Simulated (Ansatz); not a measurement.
C2H3BClFO (`C=COB(F)Cl`), relaxed with RKS PBE0-D4/def2-TZVP in Ansatz from a PBE-D4/def2-SVP geometry. The force threshold is 0.005 eV/Å; the program also tests the step.

The species carries charge 0 and has multiplicity 1.

Start:

```xyz
9

C     1.142    0.970   -0.006
C    -0.199    0.994   -0.032
O    -1.056   -0.064    0.179
B    -0.804   -1.391    0.032
F     0.356   -1.861   -0.429
Cl   -2.075   -2.535    0.457
H     1.683    1.912   -0.170
H     1.725    0.056    0.171
H    -0.771    1.920   -0.202
```

| step | energy (eV) | largest force (eV/Å) | largest move (Å) |
| --- | --- | --- | --- |
| 1 | -20080.1861 | 0.637 | 0.000 |
| 2 | -20080.2243 | 0.182 | 0.025 |
| 3 (rejected) | -20080.2161 | 0.402 | 0.047 |
| 4 | -20080.2287 | 0.032 | 0.023 |
| 5 | -20080.2291 | 0.036 | 0.021 |
| 6 | -20080.2302 | 0.080 | 0.075 |
| 7 | -20080.2309 | 0.123 | 0.083 |
| 8 | -20080.2315 | 0.104 | 0.020 |
| 9 | -20080.2316 | 0.041 | 0.019 |
| 10 | -20080.2321 | 0.042 | 0.027 |
| 11 | -20080.2322 | 0.016 | 0.011 |
| 12 | -20080.2322 | 0.019 | 0.008 |
| 13 | -20080.2323 | 0.008 | 0.005 |
| 14 | -20080.2323 | 0.004 | 0.009 |

End:

```xyz
9

C     1.135    0.970    0.056
C    -0.181    0.975   -0.040
O    -1.014   -0.066    0.280
B    -0.810   -1.366    0.000
F     0.227   -1.795   -0.695
Cl   -1.985   -2.534    0.563
H     1.681    1.869   -0.195
H     1.696    0.102    0.377
H    -0.749    1.847   -0.345
```

Hardware: 4 threads of an Arm Neoverse V1 on a shared host. Wall time 56 s, peak host memory 0.54 GiB.
